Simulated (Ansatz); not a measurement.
Potential energy surface of H3B, singlet: umbrella (inversion) coordinate, bond length relaxed. Scanned: angle between the B-H bonds and the threefold axis (90 = planar). Other coordinates (B-H bond length) were minimised at B3LYP/def2-TZVP.

- CCSD(T)/cc-pVDZ = CCSD(T) on RHF/cc-pVDZ, frozen core in Ansatz (a quantum-chemistry and plane-wave program)
- RKS-B3LYP/cc-pVDZ = restricted B3LYP/cc-pVDZ (Ansatz)
- RKS-CAM-B3LYP/cc-pVDZ = restricted CAM-B3LYP/cc-pVDZ (Ansatz)
- CCSDT(Q)/cc-pVDZ = CCSDT(Q) on RHF/cc-pVDZ, frozen core (Ansatz)
- FCI/cc-pVDZ = full CI/cc-pVDZ, frozen core (Ansatz)

Cost and accuracy over the 15 points of the scan, with FCI/cc-pVDZ as yardstick. Costs are rough ratios of core time within Ansatz on shared cores, each with its mean field (Kohn-Sham runs search longer for lower solutions than correlated ones do); the miss is the largest error against full CI of the profile after the mean shift, in kcal/mol.

**Question.** Which is the cheapest of these levels that stays within 0.50 kcal/mol of FCI/cc-pVDZ?

**Answer.** CCSD(T)/cc-pVDZ.

| level | relative cost | largest error |
|---|---|---|
| CCSD(T)/cc-pVDZ | 1 | 0.1 |
| RKS-B3LYP/cc-pVDZ | 1 | 1.2 |
| RKS-CAM-B3LYP/cc-pVDZ | 1 | 0.9 |
| CCSDT(Q)/cc-pVDZ | 4 | 0.0 |

Costs within a factor of two of each other count as equal.
